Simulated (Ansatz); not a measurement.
Steps of a relaxation of CH₃AlZn, SMILES `[CH2]1[AlH][Zn]1` with RKS PBE0-D4/def2-TZVP.

```sh
$ ansatz run in.yaml --threads 2 --pin off --events-out ev --progress --plain --max-ram 4352MiB
```

```yaml
crystal:
  periodic: [false, false, false]
  atoms:
    - {symbol: C, position_ang: [-0.511197, -0.419938, -0.426300]}
    - {symbol: Al, position_ang: [0.332235, 0.733058, 0.853276]}
    - {symbol: Zn, position_ang: [1.375837, 0.385428, -1.323759]}
    - {symbol: H, position_ang: [-1.156630, -1.280338, -0.135026]}
    - {symbol: H, position_ang: [-0.952332, 0.079838, -1.321365]}
    - {symbol: H, position_ang: [0.954088, 0.437953, 2.307074]}
basis:
  gaussian: {orbitals: def2-TZVP}
hamiltonian: {xc: pbe0, dispersion: d4}
relax: {f_tol: 0.005, max_steps: 150}
```

Positions (Å) and forces (eV/Å) along the path, 8 of 8 steps:

```xyz
6
step=1 energy=-56089.5750 eV
C    -0.511   -0.420   -0.426   -0.349    0.068   -0.020
Al    0.332    0.733    0.853   -0.056   -0.348    0.002
Zn    1.376    0.385   -1.324    0.011   -0.037   -0.062
H    -1.157   -1.280   -0.135    0.368    0.431   -0.180
H    -0.952    0.080   -1.321    0.141   -0.215    0.418
H     0.954    0.438    2.307   -0.115    0.100   -0.158
6
step=2 energy=-56089.5949 eV
C    -0.505   -0.415   -0.434   -0.126    0.082   -0.035
Al    0.346    0.707    0.849   -0.049   -0.150   -0.019
Zn    1.385    0.360   -1.341   -0.056   -0.012   -0.027
H    -1.122   -1.284   -0.154    0.112    0.142   -0.034
H    -0.987    0.108   -1.282    0.138   -0.097    0.143
H     0.925    0.460    2.315   -0.021    0.036   -0.027
6
step=3 energy=-56089.5992 eV
C    -0.506   -0.413   -0.430    0.036    0.044    0.005
Al    0.349    0.689    0.854   -0.019   -0.041   -0.043
Zn    1.369    0.358   -1.354   -0.009    0.009    0.001
H    -1.118   -1.278   -0.160   -0.030   -0.030    0.020
H    -0.972    0.109   -1.279    0.020    0.008    0.007
H     0.920    0.471    2.323    0.002    0.009    0.010
6
step=4 energy=-56089.5996 eV
C    -0.505   -0.415   -0.430    0.005   -0.006    0.012
Al    0.351    0.683    0.854    0.000   -0.011   -0.006
Zn    1.366    0.360   -1.357    0.006    0.009   -0.002
H    -1.123   -1.277   -0.160   -0.013   -0.011    0.004
H    -0.966    0.110   -1.278    0.001    0.012   -0.010
H     0.919    0.475    2.325    0.002    0.007    0.002
6
step=5 energy=-56089.5995 eV rejected
C    -0.509   -0.416   -0.426    0.072    0.011    0.015
Al    0.353    0.680    0.853   -0.024   -0.030   -0.009
Zn    1.369    0.366   -1.359   -0.010    0.000    0.012
H    -1.129   -1.279   -0.161   -0.026   -0.019    0.024
H    -0.962    0.108   -1.278   -0.021    0.029   -0.040
H     0.920    0.477    2.325    0.010    0.009   -0.001
6
step=6 energy=-56089.5997 eV
C    -0.505   -0.416   -0.429   -0.001   -0.007    0.004
Al    0.351    0.680    0.853    0.000   -0.008    0.001
Zn    1.367    0.363   -1.358    0.005    0.006   -0.002
H    -1.126   -1.278   -0.160   -0.007   -0.001    0.001
H    -0.965    0.111   -1.278    0.002    0.004   -0.003
H     0.920    0.477    2.325    0.002    0.006    0.000
6
step=7 energy=-56089.5999 eV
C    -0.509   -0.421   -0.428    0.001    0.009    0.001
Al    0.348    0.671    0.855    0.001   -0.003   -0.002
Zn    1.371    0.371   -1.357    0.003    0.002   -0.001
H    -1.137   -1.278   -0.162   -0.004   -0.005    0.002
H    -0.959    0.109   -1.280    0.000   -0.003    0.001
H     0.927    0.484    2.325   -0.002    0.000   -0.001
6
step=8 energy=-56089.5999 eV
C    -0.510   -0.421   -0.427    0.002    0.003    0.002
Al    0.348    0.670    0.855    0.000   -0.003    0.000
Zn    1.373    0.374   -1.357    0.001    0.000    0.001
H    -1.140   -1.277   -0.160    0.000    0.000    0.001
H    -0.957    0.107   -1.281   -0.001   -0.001   -0.001
H     0.928    0.484    2.324   -0.001    0.000   -0.002
```

It took 27 s on 2 threads of an Arm Neoverse V1 on a shared host, with 0.32 GiB of host memory at the peak.
